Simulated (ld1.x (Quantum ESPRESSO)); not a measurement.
**Mn, TM semilocal: configuration errors across variants**

Mn, norm-conserving Troullier–Martins (semilocal form), made with ld1.x (Quantum ESPRESSO) 7.5 (LDA (PZ), scalar-relativistic). Core [Ne], reference 3s2 3p6 3d5 4s1 4p0 (charge +1). Waves: 3s (bound): rc 0.90 bohr; 3p (bound): rc 1.20 bohr; 3d (bound): rc 1.90 bohr. Local part: the d channel. Core correction: none.

Occupied shells without a wave of their own: 4s. They enter only through the test configuration that unscreens the potential.

All-electron excitation energies from the reference (eV): (1) 3s2 3p6 3d5 4s2 4p0 -8.654; (2) 3s2 3p6 3d5 4s0 4p0 15.877; (3) 3s2 3p6 3d4 4s0 4p0 48.688; (4) 3s2 3p6 3d4 4s2 4p0 4.794; (5) 3s1 3p6 3d5 4s2 4p0 84.398; (6) 3s2 3p6 3d5.5 4s1.5 4p0 -9.159; (7) 3s2 3p6 3d5 4s1 4p1 -4.729; (8) 3s2 3p6 3d5 4s1 4p0 spin -6.108; (9) 3s2 3p6 3d5 4s2 4p0 spin -13.708.

Spin tests fill each open shell by Hund’s rule, majority spin first.

A semilocal file is local in each channel, so a ghost entry of none says nothing of the separable form that plane-wave codes build from it.

For the base: The 4s level has no wave, so the channel is fitted at the deeper level alone: the likely source of the large errors.

The file “all radii scaled by about 1.22 (s 1.10, p 1.46, d 2.32 bohr)” misses its own reference levels by 0.3 eV. The file “all radii scaled by about 1.29 (s 1.16, p 1.56, d 2.46 bohr)” misses its own reference levels by 0.4 eV. The file “all radii scaled by about 1.38 (s 1.24, p 1.66, d 2.62 bohr)” misses its own reference levels by 0.6 eV.

Errors AE − PS in meV (a dash: test not solved or not reliable):

```csv
change,(1),(2),(3),(4),(5),(6),(7),(8),(9),bound ghosts
base,+71,-114,-205,+179,-181,+20,+22,+419,+470,none
"all radii scaled by about 0.75 (s 0.68, p 0.90, d 1.42 bohr)",+52,-84,-145,+101,+1.7,+20,+9.6,+519,+533,none
"all radii scaled by about 0.85 (s 0.78, p 1.02, d 1.62 bohr)",+42,-67,-127,+95,-96,+12,+13,+461,+476,none
"all radii scaled by about 0.92 (s 0.82, p 1.10, d 1.74 bohr)",+46,-73,-141,+115,-151,+12,+17,+435,+459,none
"all radii scaled by about 1.07 (s 0.96, p 1.30, d 2.04 bohr)",+95,-155,-263,+252,-225,+28,+25,+411,+487,none
"all radii scaled by about 1.22 (s 1.10, p 1.46, d 2.32 bohr)",+246,-412,-620,+591,-119,+89,+23,+433,+633,none
"all radii scaled by about 1.29 (s 1.16, p 1.56, d 2.46 bohr)",+332,-564,-805,+803,-69,+124,+6.4,+454,+717,none
"all radii scaled by about 1.38 (s 1.24, p 1.66, d 2.62 bohr)",+442,-757,-1048,+1040,+59,+172,-13,+478,+820,none
```

(1) Give the same row for: all radii scaled by about 1.14 (s 1.02, p 1.36, d 2.16 bohr).

Results:

(1) +153, -254, -398, +395, -217, +50, +27, +417, +543; bound ghosts: none.
